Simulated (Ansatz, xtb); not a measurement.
**Relaxing a trial structure of CH3BeN**

The starting geometry of this gas-phase singlet has its atoms placed at random.

```xyz
6

C     0.4917   -1.9909    0.7610
Be   -0.6841    0.0977    0.3288
N     0.5370    0.3922   -0.4613
H     0.9618    1.1342   -1.4629
H    -1.9671   -0.4584   -0.3957
H    -0.3320    1.7833    0.1162
```

**Question.** Guess where an optimisation with r2SCAN-D4/def2-SVP ends from this start.

**Answer.** It ends as a structure given below by its coordinates. Distances that change by over a tenth: Be2–H5 (1.57 → 1.34 Å). Contacts that open: Be2–N3 (1.48 → 2.87 Å). Contacts that close: C1–Be2 (2.44 → 1.60 Å), C1–N3 (2.68 → 1.27 Å), N3–H4 (1.32 → 1.03 Å), N3–H6 (1.74 → 1.03 Å).

The energy falls by 10.71 eV over 23 steps:

| step | E − E(last) (eV) |
| --- | --- |
| 1 | 10.712 |
| 3 | 6.065 |
| 6 | 3.962 |
| 8 | 2.622 |
| 11 | 1.211 |
| 13 | 0.810 |
| 16 | 0.249 |
| 18 | 0.037 |
| 21 | 0.000 |
| 23 | 0.000 |

Final geometry (Å):

```xyz
6

C    -0.2272    0.1185   -0.1729
Be   -1.5449   -0.7391    0.1002
N     0.8240    0.8042   -0.3908
H     1.7632    0.3952   -0.5382
H    -2.6498   -1.4585    0.3295
H     0.8420    1.8377   -0.4417
```

From the same start GFN2-xTB reaches the same bonding as this run.

From so rough a start the end depends on the optimiser's path, so another program may land elsewhere. The end wasn't checked by frequencies. Run with Ansatz 0.2.0, 61 s on 1 thread of Arm Neoverse N1, with other jobs on the host.
